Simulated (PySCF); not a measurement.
Predicted microwave data (PBE0-D3(BJ)/def2-SVP geometry optimisation, gas phase in PySCF) for one isomer of CH7GeN:

| Item | Value |
| --- | --- |
| Rotational constants | A = 29011, B = 3643, C = 3446 MHz |
| Dipole components | \|μa\| = 0.65 D, \|μb\| = 0.46 D, \|μc\| = 0.00 D |
| Inertial defect | -9.49 u·Å² |
| κ | -0.98 |

Task: Which candidate fits, each taken in the one conformer that was computed?
A. `C[NH][GeH3]`
B. `[CH3:1][GeH2:2][NH2:3]` with C1–Ge2–N3–H 64° and -172°
C. `[NH2:1][CH2:2][GeH3:3]` with H–N1–C2–Ge3 -175° and 67°
D. `[H][Ge]([H])([H])[NH]C` (GeH3(NHMe))

Result: D. It is [H][Ge]([H])([H])[NH]C, a near-prolate asymmetric top, point group Cs. The candidates at the same level (rigid rotor, commonest isotopes):

```csv
SMILES,A (MHz),B (MHz),C (MHz),μa (D),μb (D),μc (D),Δ (u·Å²),point group,rotor
N[CH2][GeH3],24229,3637,3392,1.23,0.79,0.93,-10.85,–,near-prolate asymmetric top
[H][Ge]([H])([H])[NH]C,29011,3643,3446,0.65,0.46,0.00,-9.49,Cs,near-prolate asymmetric top
C[NH][GeH3],27461,3743,3525,0.54,0.19,0.67,-10.08,–,near-prolate asymmetric top
[CH3][GeH2][NH2],12993,5920,4456,0.22,0.17,0.89,-10.85,–,asymmetric top
```

`[CH3][GeH2][NH2]` has B 62 % too high; `C[NH][GeH3]` has A 5 % too low; `N[CH2][GeH3]` has A 16 % too low. In the right answer the mirror of this Cs structure is the ab plane, so μc vanishes by symmetry (the 0.03 D computed is a residue). No structure here is proved a minimum.
